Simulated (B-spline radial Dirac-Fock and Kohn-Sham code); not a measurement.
Be 2s: cross section and angular parameters

System: the free beryllium atom, [He] 2s2; threshold 7.84 eV (orbital energy of the model). Model: Dirac-Hartree-Slater photoionisation with a Latter tail; cross sections with all multipoles, angular parameters from the dipole term and its interference with E2. Program: a radial atomic solver.

Input file task.json (cfg lists n, l and occupation; rrms is the nuclear radius in fm):

```json
{"items": [{
  "Z": 4,
  "q": 0,
  "cfg": [[1, 0, 2], [2, 0, 2]],
  "A": 9,
  "rrms": 2.519,
  "do": "xps",
  "hv": [58.2, 61.8, 78.5, 80, 94.1, 150, 196.0, 212.0, 220.0, 235.0, 283.0, 300, 353.0, 368.0, 400, 427.0, 554.0, 668.0, 923.0, 1000, 1190.0, 1486.9, 1560.0, 2000, 2280.0, 4870.0, 5410.0, 5730.0, 11200.0, 12000],
  "edges": {"K": 111.5}
}]}
```

Run with: `python xray2_run.py task.json out`

| hν (eV) | σ (kb) | β | γ |
| --- | --- | --- | --- |
| 58.2 | 321 | 2.000 | 0.034 |
| 61.8 | 288 | 2.000 | 0.039 |
| 78.5 | 181 | 2.000 | 0.062 |
| 80 | 175 | 2.000 | 0.065 |
| 94.1 | 124 | 2.000 | 0.086 |
| 150 | 42.2 | 2.000 | 0.159 |
| 196 | 22.3 | 2.000 | 0.203 |
| 212 | 18.4 | 2.000 | 0.217 |
| 220 | ? | ? | ? |
| 235 | 14.3 | 2.000 | 0.235 |
| 283 | 9.08 | 2.000 | 0.272 |
| 300 | 7.86 | 2.000 | 0.285 |
| 353 | 5.22 | 2.000 | 0.324 |
| 368 | 4.69 | 2.000 | 0.334 |
| 400 | 3.78 | 2.000 | 0.357 |
| 427 | 3.18 | 2.000 | 0.375 |
| 554 | 1.58 | 2.000 | 0.453 |
| 668 | 0.940 | 2.000 | 0.516 |
| 923 | 0.373 | 2.000 | 0.639 |
| 1000 | 0.295 | 2.000 | 0.671 |
| 1190 | 0.177 | 2.000 | 0.742 |
| 1486.9 | 0.0911 | 2.000 | 0.842 |
| 1560 | 0.0789 | 2.000 | 0.865 |
| 2000 | 0.0373 | 2.000 | 0.993 |
| 2280 | 0.0250 | 2.000 | 1.070 |
| 4870 | 0.00228 | 2.000 | 1.618 |
| 5410 | 0.00163 | 2.000 | 1.708 |
| 5730 | 0.00135 | 2.000 | 1.760 |
| 11200 | 0.000151 | 2.000 | 2.492 |
| 12000 | 0.000120 | 2.000 | 2.581 |

Task: Give the values at 220 eV.

Result: σ = 16.8 kb, β = 2.000, γ = 0.223. For an s subshell δ is negligible.

Values without a named source are computed, but for edge energies of neutral atoms, which are taken from tables.
